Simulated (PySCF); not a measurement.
MoO3, triplet, geometry from GFN2-xTB (such geometries of metal compounds can be far from the true shape) (the multiplicity is a formal guess) (all electrons, no relativity); PBE0/3-21G run with PySCF.

The PySCF input:
```python
from pyscf import gto, scf, dft

mol = gto.M(
    atom='''
Mo   -0.00000000   -0.00000000   -0.00000000
O    -1.13275813   -1.19874541   -0.10089366
O    -0.10242080    1.31893326   -0.99006873
O     1.23517894   -0.12018786    1.09096239
''',
    basis='3-21g',
    spin=2,
    verbose=4,
)

mf = dft.UKS(mol)
mf.xc = 'pbe0'
mf.kernel()
```

The log (banner, timings and long lists left out):

```
PySCF version 2.14.0

[INPUT] verbose = 4
[INPUT] num. atoms = 4
[INPUT] num. electrons = 66
[INPUT] charge = 0
[INPUT] spin (= nelec alpha-beta = 2S) = 2
[INPUT] symmetry False subgroup None
[INPUT] Mole.unit = angstrom
[INPUT] Symbol           X                Y                Z      unit          X                Y                Z       unit  Magmom
[INPUT]  1 Mo     0.000000000000   0.000000000000   0.000000000000 AA    0.000000000000   0.000000000000   0.000000000000 Bohr   0.0
[INPUT]  2 O     -1.132758130000  -1.198745410000  -0.100893660000 AA   -2.140602631074  -2.265300517979  -0.190661385105 Bohr   0.0
[INPUT]  3 O     -0.102420800000   1.318933260000  -0.990068730000 AA   -0.193547261459   2.492422637980  -1.870958744196 Bohr   0.0
[INPUT]  4 O      1.235178940000  -0.120187860000   1.090962390000 AA    2.334149911431  -0.227122138898   2.061620129301 Bohr   0.0

nuclear repulsion = 358.317005859505
number of shells = 29
number of NR pGTOs = 126
number of NR cGTOs = 63
basis = 3-21g
ecp = {}

******** <class 'pyscf.dft.uks.UKS'> ********
method = UKS
initial guess = minao
damping factor = 0
level_shift factor = 0
DIIS = <class 'pyscf.scf.diis.CDIIS'>
diis_start_cycle = 1
diis_space = 8
diis_damp = 0
SCF conv_tol = 1e-09
SCF conv_tol_grad = None
SCF max_cycles = 50
direct_scf = True
direct_scf_tol = 1e-13
number electrons alpha = 34  beta = 32
XC library pyscf.dft.libxc version 7.1.2
    S. Lehtola, C. Steigemann, M. J. T. Oliveira, and M. A. L. Marques,  SoftwareX 7, 1–5 (2018)
XC functionals = pbe0
    C. Adamo and V. Barone,  J. Chem. Phys. 110, 6158 (1999)
    M. Ernzerhof and G. E. Scuseria,  J. Chem. Phys. 110, 5029 (1999)
radial grids:
    Treutler-Ahlrichs [JCP 102, 346 (1995); DOI:10.1063/1.469408] (M4) radial grids

becke partition: Becke, JCP 88, 2547 (1988); DOI:10.1063/1.454033
pruning grids: <function nwchem_prune>
grids dens level: 3
symmetrized grids: False
atomic radii adjust function: <function treutler_atomic_radii_adjust>
small_rho_cutoff = 0
Set gradient conv threshold to 3.16228e-05
tot grids = 64688
init E= -4176.96490555055

cycle= 1 E= -4181.2661564536  delta_E= -4.3  |g|= 1.51  |ddm|= 2.28
cycle= 2 E= -4172.6061697477  delta_E= 8.66  |g|= 4.17  |ddm|=  4.3
cycle= 3 E= -4182.17436974982  delta_E= -9.57  |g|=    1  |ddm|= 3.32
cycle= 4 E= -4181.77731306125  delta_E= 0.397  |g|= 1.39  |ddm|= 1.42
cycle= 5 E= -4182.52294594803  delta_E= -0.746  |g|= 0.418  |ddm|= 0.991
cycle= 6 E= -4182.53762368971  delta_E= -0.0147  |g|= 0.38  |ddm|= 0.469
cycle= 7 E= -4182.59204526656  delta_E= -0.0544  |g|= 0.101  |ddm|= 0.216
cycle= 8 E= -4182.59604815283  delta_E= -0.004  |g|= 0.0268  |ddm|= 0.0529
cycle= 9 E= -4182.59636038995  delta_E= -0.000312  |g|= 0.00416  |ddm|= 0.0202
cycle= 10 E= -4182.59636874889  delta_E= -8.36e-06  |g|= 0.000986  |ddm|= 0.0034
cycle= 11 E= -4182.59636952364  delta_E= -7.75e-07  |g|= 0.000229  |ddm|= 0.00143
cycle= 12 E= -4182.59636964525  delta_E= -1.22e-07  |g|= 0.000312  |ddm|= 0.00102
cycle= 13 E= -4182.59636970466  delta_E= -5.94e-08  |g|= 0.000177  |ddm|= 0.00034
cycle= 14 E= -4182.59636979694  delta_E= -9.23e-08  |g|= 0.000166  |ddm|= 0.000998
cycle= 15 E= -4182.59636988811  delta_E= -9.12e-08  |g|= 0.000192  |ddm|= 0.00117
cycle= 16 E= -4182.59636990676  delta_E= -1.86e-08  |g|= 0.000178  |ddm|= 0.000219
cycle= 17 E= -4182.59636997165  delta_E= -6.49e-08  |g|= 0.000167  |ddm|= 0.000866
cycle= 18 E= -4182.5963701524  delta_E= -1.81e-07  |g|= 0.000124  |ddm|= 0.00284
cycle= 19 E= -4182.59637033669  delta_E= -1.84e-07  |g|= 6.23e-05  |ddm|= 0.00474
cycle= 20 E= -4182.59637037201  delta_E= -3.53e-08  |g|= 3.01e-05  |ddm|= 0.00203
cycle= 21 E= -4182.59637038122  delta_E= -9.21e-09  |g|= 8.29e-06  |ddm|= 0.00177
cycle= 22 E= -4182.59637038157  delta_E= -3.51e-10  |g|= 5.24e-06  |ddm|= 0.000276
Extra cycle  E= -4182.59637038168  delta_E= -1.08e-10  |g|= 1.43e-05  |ddm|= 3.27e-05
converged SCF energy = -4182.59637038168  <S^2> = 2.0168932  2S+1 = 3.0112411
```
